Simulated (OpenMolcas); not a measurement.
# C IV: CASPT2 settings compared

```
Program             : OpenMolcas
Basis               : ANO-R1 [3s2p1d]
Scalar Hamiltonian  : X2C, finite nucleus
Active space        : 1 electron in 4 orbitals (2s 2p)
State averaging     : 2S+1 = 2 even, 1 root; 2S+1 = 2 odd, 3 roots
Spin-orbit coupling : state interaction with AMFI integrals over the reference wave functions, term energies averaged over their components
```

Methods on the same reference wave functions:
A. CASSCF
B. SS-CASPT2, IPEA 0 Eh, sigma2 regulariser 0.15 Eh (closed shells correlated: 1s)
C. XMS-CASPT2, IPEA 0.15 Eh, imaginary shift 0.4 Eh (closed shells correlated: 1s)

Energies in cm-1 above 2s 2S 1/2, the measured ground level; measured values from Moore, Selected Tables of Atomic Spectra, NSRDS-NBS 3, section 3.

```json
{"Level": "2s 2S 1/2", "A": "0.0", "B": "0.0", "C": "0.0", "Measured": "0.0"}
{"Level": "2p 2P* 1/2", "A": "67445", "B": "67361", "C": "67360", "Measured": "64484"}
{"Level": "2p 2P* 3/2", "A": "67528", "B": "67444", "C": "67442", "Measured": "64592"}
```

Deviations, from unrounded energies. A percentage is the sum of absolute deviations over the sum of measured energies, with the sign that they share, or ± where signs differ.

| Against measurement | Levels | A | B | C |
| --- | --- | --- | --- | --- |
| mean absolute deviation (cm-1) | 2 | 2900 | 2900 | 2900 |
| other configurations (%) | 2 | +4.6 | +4.4 | +4.4 |

A, B, C lie about equally close to measurement. The largest miss of C in the table is 2p 2P* 1/2, by +2900 cm-1. The ranking rests on the paired levels alone, and a cruder setting can come out closer through cancelling errors.

Between B and C no level of the table moves by more than 5 cm-1.

The lowest spin-free term lies below A's lowest term by 0.001 hartree in B, 0.001 hartree in C.

The basis is small and was not contracted for so high a charge. With one active electron the reference holds no correlation, so core polarisation is missing (holds for A). With one active electron, CASPT2 adds the correlation within the correlated inactive shells and between them and that electron, and leaves the splitting within a term as the reference gives it (holds for B; C). Computed and measured levels are paired by configuration, term and J; levels that our copy of the source lacks, or whose pairing is in doubt (as where it misses far off the trend of its configuration), stay unpaired and out of the deviations. Only configurations of the active space appear.

* marks odd parity.
